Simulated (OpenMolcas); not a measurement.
An OpenMolcas run meant for Ag2+ (ANO-RCC-VDZ, DKH4; inactive shells 1s 2s 2p 3s 3p 3d 4s 4p; intended active space 9 electrons in 5 orbitals (4d)). One step of its input:

```
&RASSCF
FileOrb=start.orb
Symmetry=1
Spin=2
nElAct=9 0 0
Inactive=9 9
Ras2=5 0
CIRoot=5 5 1
SDav=5
CIMx=300
Iter=64 100
PrWF=0.3
OrbListing=Nothing
MaxOrb=0
Atom
>>> COPY $Project.JobIph JOB001
```

Lines from the output:

```
--- SEWARD ---
Basis set label: AG.ANO-RCC...6S5P3D.

      Electronic valence basis set:
      ------------------
      Associated Effective Charge  47.000000 au
      Associated Actual Charge     47.000000 au
      Nuclear Model: Point charge

      Shell  nPrim  nBasis  Cartesian Spherical Contaminant
         s      21       6        X
         p      18       5        X
         d      13       3                 X
Relativistic=R04O02
                  Relativistic Douglas-Kroll-Hess integrals:
                    - DKH order of Hamiltonian: 4
                    - DKH order of Properties : 2
--- RASSCF ---

 ###    ERROR: Too many active electrons.                                    ###
 Too many active electrons NACTEL=      11
 (Incompatible with RAS restrictions).
 **************************************************
--- Stop Module: rasscf at  /rc=_RC_INPUT_ERROR_ ---
.####################.
.# User input error #.
.####################.
```

**Question.** What is wrong with the input?

**Answer.** A keyword is misspelt. OpenMolcas reads the first four letters of a keyword, so the setting is refused or falls back to its default.
